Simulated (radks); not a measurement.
Initial-state core-level shifts of neutral cobalt when its valence configuration changes from [Ar] 3d7 4s2. Calculated with a radial shooting solver on a logarithmic mesh with Libxc functionals: non-relativistic Kohn-Sham, PBEsol, spin-unpolarised, spherical densities, point nucleus. Shifts are changes of the shell-averaged eigenvalues in eV (positive: less bound); the change of the density at the nucleus, which sets a Mossbauer isomer shift, is in e/bohr^3, on a base of 1.336e+04.

| valence | 1s | 2s | 2p | 3s | density at nucleus |
|---|---|---|---|---|---|
| 3d6.5 4s2 4p0.5 | -4.013 | -4.359 | -4.324 | -3.920 | +2.097 |
| 3d8 4s1 | +4.922 | +5.508 | +5.448 | +4.954 | -6.727 |
| 3d6 4s2 4p1 | -8.297 | -9.066 | -8.990 | -8.010 | +4.432 |
| 3d7 4p2 | -3.365 | -3.179 | -3.189 | -3.372 | -9.963 |
| 3d6.5 4s1 4p1.5 | -5.667 | -5.936 | -5.905 | -5.569 | -3.205 |
| 3d7 4s1 4p1 | -1.802 | -1.707 | -1.712 | -1.803 | -4.615 |
| 3d5 4s2 4p2 | -17.669 | -19.489 | -19.319 | -16.642 | +9.767 |
| 3d7 4s1.5 4p0.5 | -0.941 | -0.893 | -0.896 | -0.941 | -2.202 |
| 3d7.5 4s1.5 | +2.682 | +3.005 | +2.973 | +2.669 | -3.699 |
